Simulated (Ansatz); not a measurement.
Start from `C[O][Al]([F])[SH]` and change one atom or group to get `C[O][Al]([F])[O]C`.

Ansatz, PBE0-D4/def2-TZVP geometries, multiplicity 1. Each molecule was computed in one conformer, which needn't be the lowest.

```json
{"property": "LUMO energy (ωB97M-V/def2-TZVPP) / eV", "`C[O][Al]([F])[SH]`": "0.99"}
{"property": "HOMO energy (PBE0/def2-TZVPP) / eV", "`C[O][Al]([F])[SH]`": "-7.87"}
{"property": "size of the dipole moment (ωB97M-V/def2-TZVPP) / D", "`C[O][Al]([F])[SH]`": "1.01"}
{"property": "HOMO–LUMO gap (PBE0/def2-TZVPP) / eV", "`C[O][Al]([F])[SH]`": "7.23"}
{"property": "size of the dipole moment (B3LYP/def2-TZVPP) / D", "`C[O][Al]([F])[SH]`": "0.98"}
{"property": "HOMO–LUMO gap (B3LYP/def2-TZVPP) / eV", "`C[O][Al]([F])[SH]`": "6.66"}
```

Task: What does the change do to each property? (Estimate.)

Result: The calculation gave: 
| property | `C[O][Al]([F])[O]C` | shift |
| --- | --- | --- |
| LUMO energy (ωB97M-V/def2-TZVPP) / eV | 1.09 | 0.10 |
| HOMO energy (PBE0/def2-TZVPP) / eV | -8.23 | -0.36 |
| size of the dipole moment (ωB97M-V/def2-TZVPP) / D | 3.24 | 2.23 |
| HOMO–LUMO gap (PBE0/def2-TZVPP) / eV | 7.72 | 0.49 |
| size of the dipole moment (B3LYP/def2-TZVPP) / D | 3.26 | 2.28 |
| HOMO–LUMO gap (B3LYP/def2-TZVPP) / eV | 7.16 | 0.50 |

With PBE0 the HOMO falls by 0.36 eV and the LUMO rises by 0.13 eV, so the gap widens by about 0.49 eV. PBE moves the HOMO by -0.05 eV and ωB97M-V by -0.57 eV. Dipoles are sizes alone; their direction can turn.

B3LYP here is the variant with VWN-RPA as its local correlation; programs differ in this.
